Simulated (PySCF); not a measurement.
# Molecular orbitals of GeC

r²SCAN at R = 1.807 Å; PySCF, no relativity, basis sets Ge pcseg-1, C pcseg-1. State: ³Π (triplet), unpaired electrons σ ↑, π ↑. Only the outer orbitals are listed, counted within each symmetry.

| spin | orbital | occ. | ε (eV) | on Ge (%) | main shells (%) |
| --- | --- | --- | --- | --- | --- |
| α | 8σ | 1 | -17.29 | 33 | 64 C s, 24 Ge s |
| α | 9σ | 1 | -11.02 | 58 | 54 Ge s, 25 C s, 18 C p |
| α | 4π | 1 | -7.30 | 33 | 67 C p, 30 Ge p |
| α | 10σ | 1 | -7.10 | 49 | 49 C p, 32 Ge p, 16 Ge s |
| α | 4π | 1 | -6.38 | 31 | 69 C p, 29 Ge p |
| α | 5π | 0 | -2.94 | 73 | 71 Ge p, 27 C p |
| α | 5π | 0 | -2.20 | 74 | 72 Ge p, 26 C p |
| α | 11σ | 0 | 1.48 | 105 | 80 Ge p, 14 Ge s, 10 Ge d |
| β | 8σ | 1 | -15.31 | 47 | 46 C s, 40 Ge s |
| β | 9σ | 1 | -9.27 | 68 | 51 Ge s, 30 C s, 16 Ge p |
| β | 4π | 1 | -5.64 | 60 | 58 Ge p, 40 C p |
| β | 4π | 0 | -4.85 | 64 | 63 Ge p, 36 C p |
| β | 10σ | 0 | -4.25 | 32 | 54 C p, 26 Ge p, 14 C s |
| β | 5π | 0 | -1.57 | 48 | 52 C p, 43 Ge p |

Question: Which are the highest filled and the lowest empty level, where do they sit, and how wide is the gap?

Answer: Highest filled β 4π at -5.64 eV (in %: 58 Ge p, 40 C p); lowest empty β 4π at -4.85 eV (in %: 63 Ge p, 36 C p); the gap at r²SCAN is 0.79 eV. Both belong to one degenerate shell, split only by its one-sided filling, so this is no excitation gap.

The bond order (Mayer) is 2.23. The ⟨S²⟩ is 2.081. The charge on Ge (Mulliken, basis-dependent) is 0.23 and the charge on Ge (Löwdin, basis-dependent) is 0.14. The dipole moment (positive dipole means Ge(−)C(+)) is -1.75 D.

Shares are Mulliken populations and can fall outside 0 to 100 %.

Spin–orbit coupling is left out. The state was picked by a PBE0 search and need not be the measured ground state.
